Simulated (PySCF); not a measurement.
CH7NSi3, SMILES [SiH3][Si@H]1N=C[SiH2]1.

Geometry optimised at B3LYP-D3(BJ)/def2-SVP. The structure was generated by enumeration; whether it is a known compound was not checked.

Calculation: TDA-CAM-B3LYP/def2-SVPD (PySCF).

Vertical excitations. 

Computed lowest excited states:
```
state  energy (eV)  λ (nm)      f                                                                    main pairs
-----  -----------  ------  -----  ----------------------------------------------------------------------------
S1            3.70     335  0.000                                                                HOMO→LUMO 94 %
S2            5.29     235  0.001                                                              HOMO−1→LUMO 91 %
S3            5.42     229  0.011                                                              HOMO→LUMO+1 92 %
S4            5.60     221  0.002                                                              HOMO→LUMO+2 84 %
S5            6.01     206  0.058                                        HOMO−1→LUMO+1 51 %, HOMO−1→LUMO+2 29 %
S6            6.10     203  0.002                                            HOMO→LUMO+3 69 %, HOMO→LUMO+5 12 %
S7            6.43     193  0.009                                          HOMO→LUMO+4 58 %, HOMO−1→LUMO+2 20 %
S8            6.59     188  0.215  HOMO−1→LUMO+2 25 %, HOMO−1→LUMO+1 21 %, HOMO→LUMO+4 19 %, HOMO−1→LUMO+3 11 %
S9            6.82     182  0.066   HOMO−1→LUMO+3 44 %, HOMO−2→LUMO 19 %, HOMO−1→LUMO+2 12 %, HOMO−1→LUMO+5 9 %
S10           6.90     180  0.056                       HOMO−2→LUMO 35 %, HOMO−2→LUMO+1 34 %, HOMO−1→LUMO+3 6 %
T1            2.94     422      0                                                                HOMO→LUMO 93 %
T2            4.61     269      0        HOMO−2→LUMO 33 %, HOMO−3→LUMO 22 %, HOMO−1→LUMO 22 %, HOMO−6→LUMO 12 %
T3            5.01     248      0      HOMO−1→LUMO 38 %, HOMO→LUMO+1 21 %, HOMO−1→LUMO+1 19 %, HOMO−2→LUMO 11 %
T4            5.12     242      0        HOMO→LUMO+1 37 %, HOMO−1→LUMO 28 %, HOMO−1→LUMO+1 9 %, HOMO−2→LUMO 8 %
```
Triplets are in the Tamm–Dancoff approximation.
